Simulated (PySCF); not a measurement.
Compound: C2H11GeNSi.
InChI=1S/C2H11GeNSi/c1-3-2-5-4/h2-5H2,1H3

All values: PBE0/def2-SVPD (PySCF, non-relativistic), on one gas-phase PBE0-D3(BJ)/def2-SVP geometry that isn't relaxed in the solvent. The solvent is an IEF-PCM continuum (cavity from Bondi-type radii × 1.2), and excitations are vertical TDDFT with non-equilibrium linear response and a frozen core. Only the electrostatic response of the medium enters. Spin–orbit coupling is left out although an atom past zinc is present.

Gas-phase singlets (H = HOMO, L = LUMO):

```tsv
state	E (eV)	λ (nm)	f	leading configurations
S1	6.149	202	0.020	H→L 92%
S2	7.119	174	0.035	H→L+1 89%
S3	7.201	172	0.010	H→L+2 79%
S4	7.349	169	0.031	H→L+3 52%, H-1→L 33%
S5	7.421	167	0.007	H-1→L 58%, H→L+3 32%
```

Task: Give the list for cyclohexane (ε = 2.017), n² = 2.04.

Result: 
| state | E (eV) | λ (nm) | f | leading configurations | change by rank (eV) |
| --- | --- | --- | --- | --- | --- |
| S1 | 6.186 | 200 | 0.024 | H→L 92% | +0.037 |
| S2 | 7.143 | 174 | 0.057 | H→L+1 84%, H→L+2 11% | +0.024 |
| S3 | 7.224 | 172 | 0.014 | H→L+2 68%, H→L+3 11%, H→L+1 8% | +0.023 |
| S4 | 7.346 | 169 | 0.049 | H→L+3 52%, H-1→L 24%, H→L+2 14% | -0.003 |
| S5 | 7.436 | 167 | 0.015 | H-1→L 69%, H→L+3 20% | +0.015 |

Task: What are the lowest 5 singlets in dimethylsulfoxide (ε = 46.83)?

Result: 
| state | E (eV) | λ (nm) | f | leading configurations | change by rank (eV) |
| --- | --- | --- | --- | --- | --- |
| S1 | 6.281 | 197 | 0.023 | H→L 91% | +0.132 |
| S2 | 7.215 | 172 | 0.067 | H→L+1 65%, H→L+2 30% | +0.096 |
| S3 | 7.284 | 170 | 0.014 | H→L+2 47%, H→L+1 28%, H→L+3 15% | +0.083 |
| S4 | 7.373 | 168 | 0.063 | H→L+3 52%, H-1→L 17%, H→L+2 16% | +0.024 |
| S5 | 7.482 | 166 | 0.015 | H-1→L 75%, H→L+3 11% | +0.061 |

Task: The ground-state energy changes by -0.165 eV from gas to dimethylsulfoxide. By how much does the total energy of gas-phase S1 change?

Result: E(S1) = E(S0) + excitation energy, so it changes by -0.165 + 0.132 = -0.033 eV: it is lowered less than the ground state, which is what a blue shift means. This is the vertical state, with the slow part of the continuum still set for S0.

Task: How do the frontier levels move from gas to dimethylsulfoxide?

Result: 
| orbital | gas (eV) | solvent (eV) | change (eV) |
| --- | --- | --- | --- |
| LUMO+2 | 0.97 | 1.09 | +0.12 |
| LUMO+1 | 0.81 | 0.98 | +0.17 |
| LUMO | 0.13 | 0.34 | +0.21 |
| HOMO | -7.28 | -7.21 | +0.07 |
| HOMO-1 | -8.37 | -8.25 | +0.12 |
| HOMO-2 | -8.69 | -8.57 | +0.12 |
| HOMO-3 | -8.86 | -8.74 | +0.12 |

The HOMO–LUMO gap goes from 7.41 to 7.55 eV. Rows go by rank; for LUMO+1 and LUMO+2 the atom shares or the degeneracy differ between the runs, so the row needn't follow one orbital.

The values belong to the conformer `[CH3:1][GeH2:2][CH2:3][SiH2:4][NH2:5]`: C1–Ge2–C3–Si4 62°, Ge2–C3–Si4–N5 53°, H–N5–Si4–C3 72°, H–N5–Si4–C3 -68°.
